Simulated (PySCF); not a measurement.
# Stretching PmCl

Set-up: basis Pm x2c-SVPall, Cl x2c-SVPall; spin-free X2C with a Gaussian nucleus; PySCF 2.14. Energies in eV from Pm (4f5 6s2) + Cl in their ground configurations at the same level. All curves are PBE0. state 1: septet, about 5.0 electrons in the 4f shell (Mulliken), real f orbitals that mix terms; state 2: Ms = 2 determinant of mixed spin, about 5.0 electrons in the 4f shell (Mulliken), real f orbitals that mix terms, a second solution, started from another occupation; state 3: septet, about 4.1 electrons in the 4f shell (Mulliken), real f orbitals that mix terms, a second solution, started from another occupation.

```tsv
R (Å)	state 1	state 2	state 3
2.208	-3.820	-3.610	-2.562
2.310	-4.344	-4.138	-2.960
2.413	-4.630	-4.426	-3.129
2.490	-4.730	-4.526	-3.148
2.567	-4.756	-4.552	-3.100
2.644	-4.726	-4.523	-3.003
2.747	-4.622	-4.419	-2.821
2.875	-4.424	-4.221	-2.538
3.029	-4.129	-3.925	-2.159
3.234	-3.696	-3.492	-1.645
```

Put a parabola through the three lowest points of the state 1 curve and estimate Re, k and ωe (reduced mass 28.17 u; 1 eV/Å² = 0.16022 mdyn/Å; ωe = 1302.8·√(k/μ) cm⁻¹).

Through R = 2.49, 2.567, 2.644 Å the second-order coefficient is 4.72 eV/Å², so Re ≈ 2.564 Å, k ≈ 1.51 mdyn/Å and ωe ≈ 302 cm⁻¹. A polynomial fit of higher order to the unrounded PBE0 energies gives Re = 2.561 Å, k = 1.54 mdyn/Å, ωe = 304 cm⁻¹; anharmonicity and rounding make the difference.

The higher-order fit for each curve: state 1: Re = 2.561 Å, ωe = 304 cm⁻¹, De = 4.76 eV; state 2: Re = 2.561 Å, ωe = 305 cm⁻¹, minimum 4.55 eV below the ground-state fragments; state 3: Re = 2.470 Å, ωe = 341 cm⁻¹, minimum 3.15 eV below the ground-state fragments.

Spin–orbit coupling is left out, which matters for elements this heavy, above all for dissociation energies. With d or f electrons several states lie close, and the lowest PBE0 determinant need not be the measured ground state.
